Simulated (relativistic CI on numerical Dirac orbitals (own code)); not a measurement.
A reference radial Dirac CI calculation of Lu gave the lowest total energy -14547.50248 Ha in 40 SCF steps, from this input:

```
atom Lu  Z=71  charge=0  electrons=71
nucleus A=175  rms_radius_fm=5.3700
hamiltonian dirac-coulomb  breit=on  qed=on  c_scale=1
orbitals kli  potential=per-configuration
slater_scale 1
correlation none
mixing on
grid step=0.0125 r_max=259.4
scf mixing=0.4 start=green max_iterations=150 tolerance=2e-08 node_fill=0.05
configurations
  [Xe] 4f14 5d 6s2
  [Xe] 4f14 6s2 6p
  [Xe] 4f14 5d 6s 6p
end
```

One setting was then changed, and the output read:

```
SCF 1: [Xe] 4f14 5d 6s2
 iter      energy (Ha)   residual   last orbital (Ha)
    1    -14556.849332   2.64e+00     -0.34549
    2    -14571.393990   4.98e-01     -0.20682
    3    -14572.199648   3.14e-01     -0.23342
    4    -14572.207968   2.40e-01     -0.26013
    5    -14572.364197   2.75e-02     -0.26789
    6    -14572.362853   2.78e-02     -0.27164
    7    -14572.358948   1.46e-02     -0.27286
    8    -14572.353823   1.82e-03     -0.27266
    9    -14572.353540   1.04e-03     -0.27260
   10    -14572.353150   6.45e-06     -0.27269
   11    -14572.353151   2.23e-06     -0.27269
   12    -14572.353152   4.95e-07     -0.27269
   13    -14572.353152   1.88e-08     -0.27269
SCF 2: [Xe] 4f14 6s2 6p
 iter      energy (Ha)   residual   last orbital (Ha)
    1    -14557.898202   2.49e+00     -0.14992
    2    -14571.541278   5.09e-01     -0.12000
    3    -14572.203352   2.98e-01     -0.12994
    4    -14572.280072   1.35e-01     -0.14032
    5    -14572.341091   2.15e-02     -0.14187
    6    -14572.352686   1.47e-02     -0.14302
    7    -14572.348703   2.76e-03     -0.14281
    8    -14572.348255   1.58e-03     -0.14281
    9    -14572.347722   1.33e-04     -0.14286
   10    -14572.347655   2.45e-05     -0.14286
   11    -14572.347666   6.15e-06     -0.14286
   12    -14572.347669   2.29e-06     -0.14286
   13    -14572.347668   1.20e-08     -0.14286
SCF 3: [Xe] 4f14 5d 6s 6p
 iter      energy (Ha)   residual   last orbital (Ha)
    1    -14556.972499   2.60e+00     -0.14992
    2    -14571.343716   4.99e-01     -0.11143
    3    -14572.111472   3.14e-01     -0.13761
    4    -14572.229030   1.21e-01     -0.13361
    5    -14572.294971   8.35e-02     -0.12993
    6    -14572.267313   5.25e-03     -0.12842
    7    -14572.277473   2.04e-02     -0.12618
    8    -14572.270444   1.18e-03     -0.12612
    9    -14572.270095   2.17e-04     -0.12609
   10    -14572.270038   6.52e-06     -0.12605
   11    -14572.270040   9.89e-07     -0.12605
   12    -14572.270040   3.57e-07     -0.12605
   13    -14572.270040   4.38e-08     -0.12605
   14    -14572.270040   1.17e-08     -0.12605
orbital energies (Ha): 4f5/2 -0.4831  4f7/2 -0.4283  5s -2.3146  5p1/2 -1.4197  5p3/2 -1.1700  5d3/2 -0.1643  5d5/2 -0.1544  6s -0.2727
configuration averages (Ha): Dirac-Coulomb, Breit, QED
  5d 6s2                      -14572.353152   14.835266   10.046829
  6s2 6p                      -14572.347668   14.835603   10.046999
  5d 6s 6p                    -14572.270040   14.835201   10.046507
levels: no., configuration, term, J, E (cm-1), weight
   1 6s2 6p                 2P*  1/2              0.0  0.89
   2 6s2 6p                 2P*  3/2           3518.4  0.89
   3 5d 6s2                 2D   3/2           3726.7  1.00
   4 5d 6s2                 2D   5/2           5540.0  1.00
   5 5d 6s 6p               4F*  3/2          10294.7  0.96
   6 5d 6s 6p               4F*  5/2          11409.4  0.96
   7 5d 6s 6p               4F*  7/2          13040.0  0.98
   8 5d 6s 6p               4F*  9/2          15076.9  1.00
   9 5d 6s 6p               4D*  1/2          15363.0  0.98
  10 5d 6s 6p               4D*  3/2          15756.8  0.93
  11 5d 6s 6p               4D*  5/2          16524.5  0.82
  12 5d 6s 6p               2D*  5/2          17041.4  0.46
  13 5d 6s 6p               4P*  3/2          17711.9  0.73
  14 5d 6s 6p               4P*  1/2          17871.8  0.99
lowest total energy -14547.492995 Ha
end: converged
```

Task: Which setting was changed?
A. QED terms
B. start potential
C. node fill of the KLI weights
D. SCF mixing

Result: C. The node fill of the KLI weights 0.2.
